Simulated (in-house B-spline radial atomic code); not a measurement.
Results of a calculation; reference values are marked as such.
Softness against transferability: the 4s channel of Rb

Rb, [Kr] 5s1, non-relativistic PBE, spherical and spin-unpolarised, from a B-spline radial code for spherical atoms (atomic units). The all-electron 4s level is ε = -1.132747 hartree, its outermost node lies just inside 0.64 bohr and its outer maximum at 1.29 bohr.

Troullier-Martins pseudo-orbitals are made for several radii. The cutoffs (hartree) are the plane-wave energies beyond which the orbital holds less than the named kinetic energy per electron. The phase error is the difference, pseudo minus all-electron, of arctan(R P'/P) at R = 2.1 bohr for all radii, half a hartree below and above the level.

```tsv
r_c (bohr)	V_l(0) (hartree)	cutoff for 10 mEh	for 1 mEh	for 0.1 mEh	phase error at ε − 0.5 (mrad)	at ε + 0.5 (mrad)
0.96	-18.26	40.5	124	245	-5.4	-4.1
1.12	-1.35	24.2	55.3	100	-2.3	-1.3
1.29	4.18	12.1	30.1	54.9	-1.7	-0.9
1.45	3.43	11.7	28.9	52.4	-1.9	-1.0
1.62	1.63	10.4	25.3	44.9	-3.5	-1.9
1.8	0.25	8.82	21.3	36	-7.5	-4.0
```

**Question.** Which radius needs the lowest cutoff for 0.1 mEh while both phase errors stay within 3.6 mrad?

**Answer.** The radii within that limit are 1.12, 1.29, 1.45, 1.62 bohr; of these r_c = 1.62 needs the least, 44.9 hartree, that is 89.8 Ry or 1222 eV.

**Question.** What does the larger radius buy, and what does it cost?

**Answer.** From r_c = 0.96 to 1.8 bohr the cutoff for 1 mEh goes from 124 to 21.3 hartree, a factor of 5.82, against 3.52 for a pure 1/r_c² scaling, end to end; step by step it is 124, 55.3, 30.1, 28.9, 25.3, 21.3, and for 0.1 mEh 245, 100, 54.9, 52.4, 44.9, 36; the number of plane waves goes as the cutoff to the power 3/2, here a factor of 14.0. The larger of the two phase errors is least at r_c = 1.29 bohr, 1.7 mrad; it is 5.4 at the smallest radius and 7.5 at the largest. These errors test the reference atom alone. The smallest radius lies well inside the outer maximum, where the nodeless form must bend sharply to keep the norm, so it is both harder and scatters less well than the next. Large radii also let the cores of neighbours overlap, which an atom doesn't show.
